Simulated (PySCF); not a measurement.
BrClGeH2.

```xyz
5

Ge     0.6860     0.5462     0.0000
Cl    -0.8584     2.0502     0.0000
Br    -0.2953    -1.5348     0.0000
H      1.4880     0.6945     1.2925
H      1.4880     0.6945    -1.2925
```

Geometry optimised at r2SCAN-D4/def2-SVP.

These are PySCF with PBE/pcSseg-1 values and carry that method's errors. Non-relativistic, no solvent.

Computed absolute GIAO shielding of each atom: isotropic value and principal components (ppm):
```json
[
 {"atom": "Ge1", "σ(iso)": "1198.3", "σ11": "1004.2", "σ22": "1269.0", "σ33": "1321.8", "span": "317.6"},
 {"atom": "Cl2", "σ(iso)": "857.3", "σ11": "696.6", "σ22": "868.6", "σ33": "1006.9", "span": "310.3"},
 {"atom": "Br3", "σ(iso)": "2423.5", "σ11": "1989.3", "σ22": "2473.4", "σ33": "2807.9", "span": "818.6"},
 {"atom": "H4", "σ(iso)": "24.6", "σ11": "17.0", "σ22": "20.4", "σ33": "36.5", "span": "19.5"},
 {"atom": "H5", "σ(iso)": "24.6", "σ11": "17.0", "σ22": "20.4", "σ33": "36.5", "span": "19.5"}
]
```
